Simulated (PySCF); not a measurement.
# Radial density of Dy⁵³⁺ (dysprosium, charge +53)

UHF, [Ne] 3s2 3p1, 2P determinant. Calculation: PySCF 2.14, in an uncontracted even-tempered set (17 s from 12 bohr⁻², ratio 2.5; 12 p from 16 bohr⁻², ratio 2.5; 4 d from 62 bohr⁻², ratio 2.7; 4 f from 93 bohr⁻², ratio 2.7); scalar relativity by spin-free X2C-1e.

| r (bohr) | 4πr²ρ (e/bohr) | 4πr²(ρα − ρβ) |
| --- | --- | --- |
| 0.0155 | 87.88 | 0.4068 |
| 0.0261 | 72.25 | 1.3100 |
| 0.0439 | 86.35 | 2.3355 |
| 0.0739 | 97.43 | 0.7636 |
| 0.124 | 35.69 | 1.5677 |
| 0.209 | 19.79 | 5.9104 |
| 0.352 | 2.623 | 0.8586 |
| 0.592 | 0.01323 | 0.0031 |

Densities and radii are taken from the X2C orbitals without a picture-change correction, which distorts them close to the nucleus.

Spin-orbit coupling, absent here, splits the open shell strongly.
